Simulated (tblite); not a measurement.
Species: C₅H₁₀BNO₂.
Atom-mapped SMILES: `[NH2:1][C@:2]12[CH2:3][C@:4]([B:5]([OH:6])[OH:7])([CH2:8]1)[CH2:9]2` (hydrogens: H10, H11 on N1; H12, H13 on C3; H14 on O6; H15 on O7; H16, H17 on C8; H18, H19 on C9)

Computed with GFN2-xTB (tblite), gas phase: L-BFGS steps from a force-field or distance-geometry start until the largest atomic force falls under 0.01 eV/Å.

At the end of the run (lengths in Å): B5–O6 1.356, B5–O7 1.354, C4–B5 1.580, N1–C2 1.424, C2–C8 1.550, C3–H13 1.087, O7–H15 0.959, O6–B5–O7 123.6°, C3–C4–B5 127.3°, C2–C3–C4 74.7°, C4–B5–O6 118.0°, N1–C2–C3–C4 177°, C2–C3–C4–B5 179°, C3–C4–B5–O6 -56°, H14–O6–B5–C4 180°, H15–O7–B5–C4 180°.

Question: These geometries were met on the way; a selection of coordinates is given. Order them by energy above the end point, lowest first.
A. B5–O6 1.376, B5–O7 1.375, C4–B5 1.572, N1–C2 1.405, C2–C8 1.558, C3–H13 1.100, O7–H15 0.948, O6–B5–O7 123.2°, C3–C4–B5 127.4°, C2–C3–C4 73.8°, C4–B5–O6 118.6°, N1–C2–C3–C4 -179°, C2–C3–C4–B5 179°, C3–C4–B5–O6 -61°, H14–O6–B5–C4 -89°, H15–O7–B5–C4 90°
B. B5–O6 1.364, B5–O7 1.359, C4–B5 1.566, N1–C2 1.417, C2–C8 1.539, C3–H13 1.085, O7–H15 0.982, O6–B5–O7 134.9°, C3–C4–B5 135.4°, C2–C3–C4 74.3°, C4–B5–O6 111.4°, N1–C2–C3–C4 175°, C2–C3–C4–B5 170°, C3–C4–B5–O6 -59°, H14–O6–B5–C4 -164°, H15–O7–B5–C4 157°
C. B5–O6 1.466, B5–O7 1.460, C4–B5 1.592, N1–C2 1.470, C2–C8 1.509, C3–H13 1.122, O7–H15 0.990, O6–B5–O7 120.0°, C3–C4–B5 124.0°, C2–C3–C4 67.7°, C4–B5–O6 120.0°, N1–C2–C3–C4 179°, C2–C3–C4–B5 180°, C3–C4–B5–O6 -61°, H14–O6–B5–C4 -89°, H15–O7–B5–C4 89°
D. B5–O6 1.353, B5–O7 1.350, C4–B5 1.560, N1–C2 1.410, C2–C8 1.542, C3–H13 1.087, O7–H15 0.955, O6–B5–O7 129.7°, C3–C4–B5 137.2°, C2–C3–C4 73.8°, C4–B5–O6 114.8°, N1–C2–C3–C4 176°, C2–C3–C4–B5 168°, C3–C4–B5–O6 -56°, H14–O6–B5–C4 -172°, H15–O7–B5–C4 168°
E. B5–O6 1.338, B5–O7 1.334, C4–B5 1.627, N1–C2 1.440, C2–C8 1.558, C3–H13 1.093, O7–H15 0.949, O6–B5–O7 134.4°, C3–C4–B5 134.9°, C2–C3–C4 75.3°, C4–B5–O6 111.6°, N1–C2–C3–C4 177°, C2–C3–C4–B5 171°, C3–C4–B5–O6 -56°, H14–O6–B5–C4 -142°, H15–O7–B5–C4 132°

Answer: D (0.190 eV), B (0.346 eV), E (0.623 eV), A (1.134 eV), C (1.895 eV).

| step | E above end (eV) | rms distance from the end, all atoms (Å) | largest force (eV/Å) | rms shift of all bonds from the end (Å) |
| --- | --- | --- | --- | --- |
| 21 | 0.190 | 0.217 | 0.348 | 0.007 |
| 18 | 0.346 | 0.245 | 1.397 | 0.009 |
| 14 | 0.623 | 0.287 | 1.335 | 0.016 |
| 2 | 1.134 | 0.364 | 0.627 | 0.013 |
| 0 | 1.895 | 0.375 | 4.422 | 0.043 |

Rows stand in the order of the answer.
